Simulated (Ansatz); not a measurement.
A nudged elastic band was laid between two geometries of CH$_{7}$AlSi$_{2}$ (11 atoms, charge 0, multiplicity 1).

Computed with RHF/def2-SVP (Ansatz 0.2.0).

| Item | Value |
| --- | --- |
| movable images | 5 |
| climbing image | yes |
| spring | 5.0 eV/Å² |
| optimiser | quadratic models (default) |
| start path | IDPP |
| force threshold | 0.05 eV/Å |
| iteration limit | 60 |
| end points | relaxed |

Image 0:

```xyz
11
Properties=species:S:1:pos:R:3
Si -1.318 2.223 -0.635
Al 0.010 0.183 -0.196
C 0.299 -1.254 1.128
Si 1.481 -1.647 -0.350
H -2.562 1.849 -1.358
H -1.696 2.906 0.627
H -0.556 3.177 -1.480
H 0.794 -1.017 2.074
H -0.489 -1.990 1.316
H 2.927 -1.586 -0.028
H 1.175 -2.901 -1.078
```

Image 6:

```xyz
11
Properties=species:S:1:pos:R:3
Si -1.276 2.253 -0.612
Al -0.021 0.159 -0.214
C 0.269 -1.277 1.111
Si 1.436 -1.680 -0.377
H -0.507 3.396 -0.055
H -1.474 2.486 -2.064
H -2.607 2.218 0.047
H 0.769 -1.048 2.056
H -0.525 -2.007 1.297
H 2.885 -1.623 -0.070
H 1.116 -2.934 -1.100
```

(1) Which bonds break or form, and what moves?

(2) Give the energies along the band, and the barrier.

(3) What is the geometry of the highest image?

The band took 8 iterations and roughly 70 core-seconds.

Answers

(1) No bond is made or broken. The dihedral H5–Si1–Al2–C3 goes from -90 to 87°. The two ends are copies of one structure, up to a mirror image or an exchange of like atoms.

(2) The run converged. The highest image is number 1 of 0 to 6, 0.001 eV above the ends, which have the same energy within 2 meV. The top lies less than 8 meV above the higher end, about what the thresholds resolve: the motion is nearly free. A vibrational analysis at the climbing image gives one clearly imaginary mode, 44i cm⁻¹: a first-order saddle point.

| image | path coordinate (Å) | energy (eV) | dihedral H5–Si1–Al2–C3 (°) |
| --- | --- | --- | --- |
| 0 | 0.00 | 0.000 | -90 |
| 1 | 1.06 | 0.001 | -122 |
| 2 | 2.12 | 0.000 | -152 |
| 3 | 3.18 | -0.001 | 179 |
| 4 | 4.24 | 0.000 | 149 |
| 5 | 5.30 | 0.001 | 118 |
| 6 | 6.36 | 0.000 | 87 |

(3) 
```xyz
11
Properties=species:S:1:pos:R:3
Si -1.340 2.212 -0.629
Al -0.046 0.148 -0.200
C 0.478 -1.141 1.202
Si 1.303 -1.765 -0.432
H -2.374 1.961 -1.664
H -2.013 2.707 0.597
H -0.432 3.276 -1.129
H 1.173 -0.820 1.984
H -0.269 -1.807 1.644
H 2.785 -1.755 -0.433
H 0.801 -3.072 -0.919
```

Time of the run: 68 s on 1 thread of Arm Neoverse V2 (shared host), peak memory 0.19 GiB.
